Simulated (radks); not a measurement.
The gadolinium ion Gd+ inside a hard spherical wall (all orbitals vanish at R), configuration held at [Xe] 4f7 5d1 6s1 and not refilled when levels cross. All-electron calculation, scalar-relativistic Kohn-Sham, PBE, spin-polarised, spherical densities, finite nucleus; open shells are filled with parallel spins first (spin-orbit coupling, left out, can overturn this in heavy ions); Fermi nuclear charge, rms radius 5.1569 fm. Program: a radial shooting solver on a logarithmic mesh with Libxc functionals. Eigenvalues in eV for spin up, with the zero of energy where the potential of the charges vanishes at infinity; a dash marks a level that is unbound or too diffuse for the functional's potential to be trusted. A positive occupied level is held by the wall or, in an anion where self-interaction has pushed it up, behind a barrier. The pressure on the wall is -dE/dV.

[
 {"R (bohr)": "free", "E (hartree)": "-11270.3982", "kinetic (hartree)": "12100.259", "e(5p)": "-34.519", "e(4f)": "-16.773", "e(6s)": "-9.796", "e(5d)": "-9.031", "e(6p, empty)": "-6.090", "e(7s, empty)": "-", "pressure (GPa)": "0"},
 {"R (bohr)": "15", "E (hartree)": "-11270.3982", "kinetic (hartree)": "12100.259", "e(5p)": "-34.519", "e(4f)": "-16.773", "e(6s)": "-9.796", "e(5d)": "-9.031", "e(6p, empty)": "-6.089", "e(7s, empty)": "-2.998", "pressure (GPa)": "< 0.0001"},
 {"R (bohr)": "10", "E (hartree)": "-11270.3980", "kinetic (hartree)": "12100.262", "e(5p)": "-34.503", "e(4f)": "-16.757", "e(6s)": "-9.782", "e(5d)": "-9.017", "e(6p, empty)": "-6.025", "e(7s, empty)": "-1.882", "pressure (GPa)": "0.00719"},
 {"R (bohr)": "8", "E (hartree)": "-11270.3950", "kinetic (hartree)": "12100.289", "e(5p)": "-34.378", "e(4f)": "-16.626", "e(6s)": "-9.649", "e(5d)": "-8.907", "e(6p, empty)": "-5.650", "e(7s, empty)": "0.800", "pressure (GPa)": "0.151"},
 {"R (bohr)": "7", "E (hartree)": "-11270.3870", "kinetic (hartree)": "12100.347", "e(5p)": "-34.153", "e(4f)": "-16.389", "e(6s)": "-9.357", "e(5d)": "-8.699", "e(6p, empty)": "-5.008", "e(7s, empty)": "4.008", "pressure (GPa)": "0.662"},
 {"R (bohr)": "6", "E (hartree)": "-11270.3604", "kinetic (hartree)": "12100.498", "e(5p)": "-33.661", "e(4f)": "-15.859", "e(6s)": "-8.532", "e(5d)": "-8.198", "e(6p, empty)": "-3.463", "e(7s, empty)": "10.187", "pressure (GPa)": "2.94"},
 {"R (bohr)": "5", "E (hartree)": "-11270.2724", "kinetic (hartree)": "12100.914", "e(5p)": "-32.647", "e(4f)": "-14.723", "e(6s)": "-6.171", "e(5d)": "-6.980", "e(6p, empty)": "0.411", "e(7s, empty)": "22.926", "pressure (GPa)": "14.4"},
 {"R (bohr)": "4", "E (hartree)": "-11269.9442", "kinetic (hartree)": "12102.347", "e(5p)": "-30.328", "e(4f)": "-11.981", "e(6s)": "1.242", "e(5d)": "-3.639", "e(6p, empty)": "11.144", "e(7s, empty)": "52.363", "pressure (GPa)": "91.4"},
 {"R (bohr)": "3", "E (hartree)": "-11268.2663", "kinetic (hartree)": "12109.514", "e(5p)": "-22.375", "e(4f)": "-2.814", "e(6s)": "29.605", "e(5d)": "8.331", "e(6p, empty)": "47.016", "e(7s, empty)": "134.85", "pressure (GPa)": "972"},
 {"R (bohr)": "1.5", "E (hartree)": "-11211.6263", "kinetic (hartree)": "12298.194", "e(5p)": "141.30", "e(4f)": "108.52", "e(6s)": "479.94", "e(5d)": "212.13", "e(6p, empty)": "531.48", "e(7s, empty)": "1029.8", "pressure (GPa)": "176000"}
]
